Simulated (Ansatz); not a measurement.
What each rung costs, and what it gives

Saddle point of AlN₂H₇S, singlet (AlN₂H₅S ([NH2][Al]([NH2])[SH]) + H₂ → AlN₂H₅ ([NH2][AlH][NH2]) + H₂S (still joined by a long Al–S bond); bonds formed: Al1–H6, S2–H5; bonds broken: H5–H6; bonds weakened to dative contacts: Al1–S2), PBE0-D4/def2-TZVP structure:

```
11
angstrom
Al -0.1536 -0.1753 -0.1464
S 1.2608 1.8151 -0.3674
N 0.8063 -1.4467 -0.9225
N -0.9866 -0.3740 1.4036
H -0.1652 1.5444 -0.9372
H -1.1324 0.8491 -1.0912
H 0.7261 2.3322 0.7516
H 1.6837 -1.2940 -1.3905
H 0.4681 -2.3753 -1.1134
H -1.8433 0.0869 1.6597
H -0.6639 -0.9623 2.1537
```

Barriers are electronic and count from the start structure reached by relaxing down the imaginary mode.

Computed with Ansatz 0.2.0 (basis: as named in each row); correlated methods freeze the cores. B3LYP uses VWN-RPA correlation. Extrapolation: Hartree–Fock as exp(−7.88 √X), correlation as X^−2.97.

Times are rough, for one single point on 4 threads of a shared host (Intel Xeon).

The estimate by CCSD(T) at an estimated basis limit (MP2 extrapolated from triple and quadruple zeta, plus CCSD(T) − MP2 in triple zeta) is 1.438 eV.

| method | basis | time (s) | barrier (eV) | method less estimate |
| --- | --- | --- | --- | --- |
| HF | STO-3G | under 1 | 2.644 | 1.206 |
| PBE-D4 | STO-3G | 1 | 1.474 | 0.036 |
| SPW92 | def2-SVP | 2 | 0.604 | -0.834 |
| B3LYP-D4 | 6-31G | 2 | 1.646 | 0.208 |
| PBE0-D4 | def2-SVP | 3 | 1.057 | -0.381 |
| SPW92 | def2-TZVPP | 3 | 0.753 | -0.685 |
| PBE-D4 | def2-SVP | 3 | 0.915 | -0.523 |
| PBE-D4 | def2-TZVPP | 4 | 1.066 | -0.372 |
| BLYP-D4 | def2-TZVPP | 4 | 1.236 | -0.202 |
| BHLYP-D4 | def2-TZVPP | 5 | 1.466 | 0.028 |
| PBE0-D4 | def2-TZVPP | 6 | 1.191 | -0.248 |
| B3LYP-D4 | def2-TZVPP | 6 | 1.317 | -0.121 |
| r2SCAN-D4 | def2-TZVPP | 6 | 1.169 | -0.269 |
| CAM-B3LYP-D4 | def2-TZVPP | 6 | 1.357 | -0.082 |
| r2SCAN0-D4 | def2-TZVPP | 7 | 1.261 | -0.177 |
| wB97M-V | def2-SVP | 9 | 1.175 | -0.263 |
| B2PLYP | def2-TZVPP | 10 | 1.397 | -0.041 |
| CCSD(T) | def2-SVP | 10 | 1.319 | -0.119 |
| PBE-QIDH | def2-TZVPP | 10 | 1.337 | -0.101 |
| RPA on PBE | def2-TZVPP | 10 | 1.404 | -0.034 |
| B97M-V | def2-TZVPP | 11 | 1.186 | -0.252 |
| wB97X-V | def2-TZVPP | 11 | 1.392 | -0.046 |
| wB97M-V | def2-TZVPP | 12 | 1.386 | -0.052 |
| MP2 | def2-QZVPP | 46 | 1.450 | 0.012 |
| CCSD(T) | def2-TZVPP | 120 | 1.424 | -0.014 |

All methods are single points on the PBE0-D4 structures.

No T1 diagnostic of these runs exceeds 0.012.

Labels in which every atom is bracketed show which atoms are joined, not bond orders.
